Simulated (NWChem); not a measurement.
System: SiH₄S₂O; SMILES O[SiH](S)S

Output (shortened):

```
             Northwest Computational Chemistry Package (NWChem) 7.3.0
             --------------------------------------------------------

 C1  symmetry detected

                             Geometry "geometry" -> ""
                             -------------------------

 Output coordinates in angstroms (scale by  1.889725989 to convert to a.u.)

  No.       Tag          Charge          X              Y              Z
 ---- ---------------- ---------- -------------- -------------- --------------
    1 Si                  14.0000    -0.42329595    -0.00859958    -0.40899084
    2 O                    8.0000    -1.83860790    -0.31033991     0.40570342
    3 S                   16.0000     0.62767342     1.75957423     0.18780947
    4 S                   16.0000     0.86179984    -1.62242617     0.10801364
    5 H                    1.0000    -0.70438591     0.13152138    -1.86752250
    6 H                    1.0000    -2.56752646     0.29988708     0.25377308
    7 H                    1.0000     0.24265868     2.46390438    -0.89921066
    8 H                    1.0000    -0.16731202    -2.48656833     0.26003472

 Effective nuclear repulsion energy (a.u.)     280.4316289662

                                 NWChem DFT Module
                                 -----------------

 Summary of "ao basis" -> "ao basis" (spherical)
 ------------------------------------------------------------------------------
       Tag                 Description            Shells   Functions and Types
 ---------------- ------------------------------  ------  ---------------------
 Si                         def2-svp                 8       18   4s3p1d
 O                          def2-svp                 6       14   3s2p1d
 S                          def2-svp                 8       18   4s3p1d
 H                          def2-svp                 3        5   2s1p

            General Information
            -------------------
          SCF calculation type: DFT
          Wavefunction type:  closed shell.
          No. of atoms     :     8
          No. of electrons :    58
           Alpha electrons :    29
            Beta electrons :    29
          Charge           :     0
          Spin multiplicity:     1
          Use of symmetry is: off; symmetry adaption is: off
          Maximum number of iterations: 150
          AO basis - number of functions:    88
                     number of shells:    42
          Convergence on energy requested:  1.00D-06
          Convergence on density requested:  1.00D-05
          Convergence on gradient requested:  5.00D-04

              XC Information
              --------------
                          KT2 Method XC Functional
                        Slater Exchange Functional  1.072 local
                           KT1 gradient correction  1.000 non-local
            Perdew 1991 LDA Correlation Functional  0.577 local

             Grid Information
             ----------------
          Grid used for XC integration:  medium
          Radial quadrature: Mura-Knowles
          Angular quadrature: Lebedev.
          Tag              B.-S. Rad. Rad. Pts. Rad. Cut. Ang. Pts.
          ---              ---------- --------- --------- ---------
          Si                  1.10       88           8.0       590
          O                   0.60       49          10.0       434
          S                   1.00       88          11.0       590
          H                   0.35       45          12.0       434
          Grid pruning is: on
          Number of quadrature shells:   493
          Spatial weights used:  Erf1

      Superposition of Atomic Density Guess
      -------------------------------------

 Sum of atomic energies:       -1160.12145113

      Non-variational initial energy
      ------------------------------

 Total energy =   -1161.328006
 1-e energy   =   -2163.148296
 2-e energy   =     721.388661
 HOMO         =      -0.315265
 LUMO         =       0.071242

     ---------------------------------------------
      Total Density - Mulliken Population Analysis
     ---------------------------------------------

    Atom       Charge   Shell Charges
 -----------   ------   -------------------------------------------------------
    1 Si  14    12.97   2.00  1.99  0.93  0.14  5.93  0.92  0.77  0.28
    2 O    8     8.77   1.99  1.10  0.63  3.10  1.94  0.00
    3 S   16    16.48   2.00  1.99  1.20  0.64  5.94  1.82  2.85  0.03
    4 S   16    16.46   2.00  1.99  1.20  0.64  5.94  1.82  2.84  0.03
    5 H    1     1.09   0.70  0.38  0.01
    6 H    1     0.65   0.52  0.07  0.06
    7 H    1     0.79   0.57  0.19  0.03
    8 H    1     0.79   0.57  0.19  0.03

   convergence    iter        energy       DeltaE   RMS-Dens  Diis-err
 ---------------- ----- ----------------- --------- --------- ---------
 d= 0,ls=0.0,diis     1  -1172.9430459184 -1.45D+03  1.99D-02  5.30D-01
 d= 0,ls=0.0,diis     2  -1172.8175041366  1.26D-01  1.21D-02  1.80D+00
 d= 0,ls=0.0,diis     3  -1173.0236104661 -2.06D-01  2.70D-03  3.89D-02
 d= 0,ls=0.0,diis     4  -1173.0266267501 -3.02D-03  1.40D-03  1.28D-02
 d= 0,ls=0.0,diis     5  -1173.0283716475 -1.74D-03  3.67D-04  6.85D-04
  Resetting Diis
 d= 0,ls=0.0,diis     6  -1173.0284798448 -1.08D-04  7.07D-05  3.47D-05
 d= 0,ls=0.0,diis     7  -1173.0284853112 -5.47D-06  3.77D-05  2.04D-06
 d= 0,ls=0.0,diis     8  -1173.0284849944  3.17D-07  2.22D-05  4.01D-06
 d= 0,ls=0.0,diis     9  -1173.0284856576 -6.63D-07  2.49D-06  7.22D-08

         Total DFT energy =    -1173.028485657581
      One electron energy =    -2167.191996787853
           Coulomb energy =      806.150646512903
    Exchange-Corr. energy =      -92.418764348811
 Nuclear repulsion energy =      280.431628966179

 Numeric. integr. density =       58.000004928455

                       DFT Final Molecular Orbital Analysis
                       ------------------------------------

 Vector   27  Occ=2.000000D+00  E=-2.704922D-01
              MO Center= -7.4D-01,  3.8D-01, -4.3D-02, r^2= 3.8D+00
   Bfn.  Coefficient  Atom+Function         Bfn.  Coefficient  Atom+Function
  ----- ------------  ---------------      ----- ------------  ---------------
    24      0.380319  2 O  pz                27      0.278222  2 O  pz
    44      0.244671  3 S  py                69      0.226962  5 H  s
    23      0.204520  2 O  py                45      0.192912  3 S  pz
    70      0.178958  5 H  s                 41      0.166992  3 S  py
    26      0.156196  2 O  py                42      0.152087  3 S  pz

 Vector   28  Occ=2.000000D+00  E=-2.349779D-01
              MO Center=  4.3D-01,  1.5D+00,  1.4D-01, r^2= 2.2D+00
   Bfn.  Coefficient  Atom+Function         Bfn.  Coefficient  Atom+Function
  ----- ------------  ---------------      ----- ------------  ---------------
    43      0.505265  3 S  px                40      0.355317  3 S  px
    45     -0.296894  3 S  pz                42     -0.213457  3 S  pz
    37      0.199391  3 S  px                44     -0.174472  3 S  py
    23      0.136269  2 O  py                41     -0.130084  3 S  py
    11      0.122517  1 Si px                39     -0.119542  3 S  pz

 Vector   29  Occ=2.000000D+00  E=-2.306775D-01
              MO Center=  6.9D-01, -1.4D+00,  2.4D-03, r^2= 2.3D+00
   Bfn.  Coefficient  Atom+Function         Bfn.  Coefficient  Atom+Function
  ----- ------------  ---------------      ----- ------------  ---------------
    63      0.586967  4 S  pz                60      0.419828  4 S  pz
    57      0.234895  4 S  pz                70      0.168905  5 H  s
    62      0.158280  4 S  py                69      0.128435  5 H  s
    59      0.110032  4 S  py                13      0.107755  1 Si pz
    43      0.078034  3 S  px                44      0.076808  3 S  py

 Vector   30  Occ=0.000000D+00  E=-1.466176D-02
              MO Center=  1.1D-01,  1.5D+00, -4.6D-01, r^2= 4.5D+00
   Bfn.  Coefficient  Atom+Function         Bfn.  Coefficient  Atom+Function
  ----- ------------  ---------------      ----- ------------  ---------------
    80      1.026801  7 H  s                 36     -0.582679  3 S  s
    13      0.499634  1 Si pz                70      0.488424  5 H  s
    45      0.479068  3 S  pz                44     -0.476310  3 S  py
     3     -0.385892  1 Si s                 79      0.316719  7 H  s
    21     -0.258068  2 O  s                 43      0.217527  3 S  px

 Vector   31  Occ=0.000000D+00  E=-9.920417D-03
              MO Center= -3.7D-01, -7.2D-01, -1.3D-01, r^2= 5.2D+00
   Bfn.  Coefficient  Atom+Function         Bfn.  Coefficient  Atom+Function
  ----- ------------  ---------------      ----- ------------  ---------------
    85      0.741225  8 H  s                 11      0.656527  1 Si px
    21      0.567606  2 O  s                 54     -0.536037  4 S  s
    62      0.364543  4 S  py                75     -0.353524  6 H  s
     3     -0.314439  1 Si s                 84      0.300389  8 H  s
    61      0.264063  4 S  px                13     -0.251114  1 Si pz

 Vector   32  Occ=0.000000D+00  E= 4.570930D-03
              MO Center= -5.9D-01,  7.7D-03, -1.5D-01, r^2= 5.6D+00
   Bfn.  Coefficient  Atom+Function         Bfn.  Coefficient  Atom+Function
  ----- ------------  ---------------      ----- ------------  ---------------
    12      0.719063  1 Si py                85      0.666506  8 H  s
     4      0.549061  1 Si s                 70     -0.439601  5 H  s
    62      0.414612  4 S  py                44      0.409587  3 S  py
    75      0.375517  6 H  s                 21     -0.370443  2 O  s
    43      0.294428  3 S  px                11     -0.252605  1 Si px

     ---------------------------------------------
      Total Density - Mulliken Population Analysis
     ---------------------------------------------

[...]
```

Level: KT2/def2-SVP. Coordinates come from a PBE0/def2-SVP optimisation.

**Question.** Reconstruct the input file.

**Answer.** This is not unique; one that fits is the input that was run:
```
start job
memory heap 200 mb stack 900 mb global 1100 mb
geometry units angstroms noautoz
  Si    -0.205462    -0.105448    -0.260701
  O     -1.732226    -0.063771     0.391324
  S      1.156872     1.371369     0.481056
  S      0.604353    -1.972093     0.358199
  H     -0.285576     0.088678    -1.737812
  H     -2.278009     0.699064     0.174562
  H      1.067222     2.140346    -0.626449
  H     -0.607944    -2.571023     0.381483
end
basis spherical
  Si library def2-svp
  O library def2-svp
  S library def2-svp
  H library def2-svp
end
dft
  xc kt2
  iterations 150
  mulliken
end
task dft energy
```
